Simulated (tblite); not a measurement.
Species: CH15NOSi5.
Numbering: `[CH3:1][NH:2][SiH2:3][Si:4]([SiH3:5])([SiH3:6])[O:7][SiH3:8]` (hydrogens: H9, H10, H11 on C1; H12 on N2; H13, H14 on Si3; H15, H16, H17 on Si5; H18, H19, H20 on Si6; H21, H22, H23 on Si8)

Structure optimised with GFN2-xTB, isolated species.

Question: What internal coordinates does the optimisation give?

Answer: 
```tsv
bond	length (bohr)	order
C1–N2	2.722	single
N2–Si3	3.256	single
Si3–Si4	4.382	single
Si4–Si5, Si4–Si6	4.423	single
Si4–O7	3.129	single
O7–Si8	3.041	single
C1–H9, C1–H10, C1–H11	2.063	single
N2–H12	1.906	single
Si3–H13	2.806	single
Si3–H14	2.788	single
Si5–H15 and 5 like bonds	2.778	single
Si8–H21, Si8–H22, Si8–H23	2.762	single
```

Bonds in one row agree within 0.02 bohr and their mean is given. Orders are formal, as drawn. A selection of angles:
```tsv
angle	degrees
C1–N2–Si3	122.2
N2–Si3–Si4	102.1
Si3–Si4–Si5	115.3
Si3–Si4–O7	100.4
Si5–Si4–Si6	112.4
Si5–Si4–O7	105.2
Si4–O7–Si8	156.8
H12–N2–C1	111.0
H12–N2–Si3	118.8
```

Dihedral angles: C1–N2–Si3–Si4 176° (antiperiplanar); N2–Si3–Si4–Si5 68° (synclinal); Si3–Si4–O7–Si8 -177° (antiperiplanar). The mirror-image conformer, all signs reversed, is as good.

O7 (siloxane oxygen) is bent (angle 156.8°). N2 (silicon-bound nitrogen) has angles 122.2°, 118.8° and 111.0°, sum 351.9°, 0.22 Å off the plane of its three neighbours. Si4 (oxygen-bound silicon) is distorted tetrahedral (angles from 100.4° to 116.4°). Si8 (oxygen-bound silicon) is distorted tetrahedral (angles from 104.7° to 112.7°). Si3 (SiH2 silicon) is distorted tetrahedral (angles from 102.1° to 117.8°). Si5 (SiH3 silicon) is distorted tetrahedral (angles from 105.0° to 115.3°). The 2 O–Si bonds span 1.609 Å (O7–Si8, drawn single) to 1.656 Å (Si4–O7, drawn single), a spread of 0.047 Å.

Its GFN2-xTB frequencies are all real (lowest 20 cm⁻¹). One conformer, not necessarily the lowest. 3 starts were optimised and ended at 0.00, 0.07 and 1.87 kcal/mol (GFN2-xTB); the lowest of these is shown.

Hardware: Arm Neoverse N1, one thread, no GPU, on a shared host. Cost: 4.6 s of wall time. That covers the optimisation of the geometry.

All values are computed, not measured.
